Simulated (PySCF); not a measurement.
A species of formula C3H7ClOSi has this rotational fingerprint, computed with PBE0-D3(BJ)/def2-SVP geometry optimisation, gas phase (PySCF 2.14.0):

* Rotational constants: A = 10191, B = 823.3, C = 772.6 MHz
* Dipole components: |μa| = 4.42 D, |μb| = 0.69 D, |μc| = 0.09 D
* Inertial defect: -9.29 u·Å²
* κ: -0.99

**Question.** Which candidate fits, each taken in the one conformer that was computed?
A. `[CH2:1]=[CH:2][CH2:3][O:4][SiH2:5][Cl:6]` with C1–C2–C3–O4 -124°, C2–C3–O4–Si5 -97°, C3–O4–Si5–Cl6 69°
B. `[CH3:1][O:2]/[CH:3]=[CH:4]\[SiH2:5][Cl:6]` with C1–O2–C3–C4 -176°, C3–C4–Si5–Cl6 -178°
C. `[CH3:1]/[CH:2]=[C:3](\[Cl:4])[O:5][SiH3:6]` with C2–C3–O5–Si6 176°

**Answer.** B. It is CO/C=C\[SiH2]Cl, a near-prolate asymmetric top. The candidates at the same level (rigid rotor, commonest isotopes):

```tsv
SMILES	A (MHz)	B (MHz)	C (MHz)	μa (D)	μb (D)	μc (D)	Δ (u·Å²)	point group	rotor
C=CCO[SiH2]Cl	3949	1237	982.8	0.85	0.86	0.91	-22.37	C1	asymmetric top
C/C=C(\Cl)O[SiH3]	4411	1388	1076	0.17	0.17	0.05	-9.30	near Cs	asymmetric top
CO/C=C\[SiH2]Cl	10191	823.3	772.6	4.42	0.69	0.09	-9.29	near Cs	near-prolate asymmetric top
```

`C/C=C(\Cl)O[SiH3]` has B 69 % too high; `C=CCO[SiH2]Cl` has A 61 % too low. No structure here is proved a minimum.
